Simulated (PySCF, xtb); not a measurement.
C₄H₈OSi, SMILES C=C([SiH3])CC=O.

xtb with GFN2-xTB at its own geometry gives an orbital gap of 3.56 eV and a dipole moment of 3.01 D.

The structure is a stationary point at B3LYP-D3(BJ)/def2-SVP. The structure was generated by enumeration, and PubChem lists no compound with its InChIKey, so it may never have been made. Other conformers were not sampled.

Question: What does B3LYP/def2-TZVP run with PySCF give? (The exact figures need the calculation; the answer reports its results.)

Answer: gap 5.82 eV (levels -7.13 and -1.31 eV), dipole 2.40 D.
